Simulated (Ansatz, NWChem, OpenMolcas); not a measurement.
Worked example: vertical energy of the triplet above the singlet of RbI (SMILES [Rb][I])

RbI: 2 atoms, total charge 0, spin state singlet. As SMILES, `[Rb][I]`. Geometry: the measured bond length.

```xyz
2

Rb    0.0000    0.0000    0.0000
I     0.0000    0.0000    3.1769
```

Both states at this one shape; open shells run unrestricted unless said. 1 Eh = 27.2114 eV.

```tsv
level	program	singlet RbI (Eh)	triplet RbI (Eh)
FT97/dhf-TZVP (core potential)	NWChem	-319.974271	-319.817117
HCTH407/def2-TZVPPD (core potential)	OpenMolcas	-322.730812	-322.586781
RPA@PBE/def2-TZVPP (core potential), 4 core orbitals frozen	Ansatz	-321.321083	-321.198564
```

Question: Work out the vertical gap, second state less first, at each level.

Answer: 
1. FT97/dhf-TZVP (core potential): -319.817117 − (-319.974271) = 0.157154 Eh = 4.28 eV.
2. HCTH407/def2-TZVPPD (core potential): -322.586781 − (-322.730812) = 0.144031 Eh = 3.92 eV.
3. RPA@PBE/def2-TZVPP (core potential): -321.198564 − (-321.321083) = 0.122519 Eh = 3.33 eV.

No measured value is set beside it here; the levels span 3.33 to 4.28 eV. Spin-orbit coupling, which splits open shells on such heavy atoms by tenths of an eV, is left out.
